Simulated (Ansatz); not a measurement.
Cost and result for the atomization energy of `[SiH3][O][In]([SH])[Br]` (9 atoms, 8 bonds).

```json
{"atom": "Si1", "x (Å)": "-1.543", "y (Å)": "-0.396", "z (Å)": "0.883"}
{"atom": "O2", "x (Å)": "0.038", "y (Å)": "-0.141", "z (Å)": "0.554"}
{"atom": "In3", "x (Å)": "1.074", "y (Å)": "0.383", "z (Å)": "-1.033"}
{"atom": "S4", "x (Å)": "3.405", "y (Å)": "0.581", "z (Å)": "-0.805"}
{"atom": "Br5", "x (Å)": "-0.190", "y (Å)": "0.774", "z (Å)": "-3.088"}
{"atom": "H6", "x (Å)": "-1.651", "y (Å)": "-0.994", "z (Å)": "2.239"}
{"atom": "H7", "x (Å)": "-2.312", "y (Å)": "0.880", "z (Å)": "0.857"}
{"atom": "H8", "x (Å)": "-2.163", "y (Å)": "-1.326", "z (Å)": "-0.104"}
{"atom": "H9", "x (Å)": "3.343", "y (Å)": "0.240", "z (Å)": "0.496"}
```

The species carries charge 0 and has multiplicity 1. Correlated methods include outer-core shells of Br, In, which these sets cover unevenly. Scalar relativity is left out up to krypton. In: def2 effective core potential. Geometry: relaxed with PBE0-D4/def2-TZVP. It is one conformer, not always the lowest. Program: Ansatz. Hardware: A = 2 threads of an AMD EPYC 7R13 on a shared host; B = 2 threads of an AMD EPYC 7R13 on a shared host and a share of an NVIDIA H100 80 GB. Times are those of one run each, without the atoms' runs, and a repeat can differ threefold. Electronic energies, without spin–orbit coupling; frozen cores. CCSD(T)/CBS adds CCSD(T) − MP2 in def2-TZVPP to the MP2 limit, and its time is that of the two runs behind it. T1 = 0.013. With those shells the extrapolation isn't a true limit. B3LYP takes the VWN-RPA correlation (the form of Gaussian; ORCA's B3LYP/G).

CCSD(T)/CBS is a level of theory with its own doubt, some kJ/mol a heavy atom from the limit and from the frozen cores, so smaller differences don't rank the functionals.

```csv
level,functions,wall time,atomization (kJ/mol),difference from CCSD(T)/CBS,per bond
MP2/def2-QZVPP [B],488,4.6 s,2712.0,3.3,0.4
CCSD(T)/def2-TZVPP [B],269,4.6 s,2609.3,-99.4,-12.4
PBE-D4/def2-TZVPP (with forces) [A],269,5.5 s,2667.6,-41.1,-5.1
PBE0-D4/def2-TZVPP [A],269,8.1 s,2633.9,-74.8,-9.4
CCSD(T)/CBS(def2),–,9.3 s,2708.7,0.0,0.0
r2SCAN-D4/def2-TZVPP (with forces) [A],269,10 s,2685.1,-23.6,-2.9
B3LYP-D4/def2-TZVPP (with forces) [A],269,13 s,2635.1,-73.6,-9.2
B2PLYP/def2-TZVPP [A],269,15 s,2619.8,-88.9,-11.1
ωB97X-V/def2-TZVPP [A],269,20 s,2700.3,-8.4,-1.0
ωB97M-V/def2-TZVPP (with forces) [A],269,27 s,2679.4,-29.3,-3.7
```

The D4 term adds +40.2 kJ/mol with B3LYP and +21.7 kJ/mol with PBE0; it sums over pairs of atoms, weighted by their polarisabilities, and B3LYP, whose exchange is more repulsive, gets the larger term. From PBE to PBE0 (25 % exact exchange), in def2-TZVPP and without D4, the atomization energy moves by −30.7 kJ/mol: exact exchange takes away binding that semilocal exchange gives to molecules. In def2-TZVPP, CCSD(T) changes the Hartree–Fock value by +690.4 kJ/mol (the triples alone add +48.1 kJ/mol) and MP2 by +733.6 kJ/mol; breaking electron pairs costs correlation energy, which Hartree–Fock lacks.

Spin–orbit coupling would lower the free In atoms strongly, and the atomization energy with them, by more than many differences here.
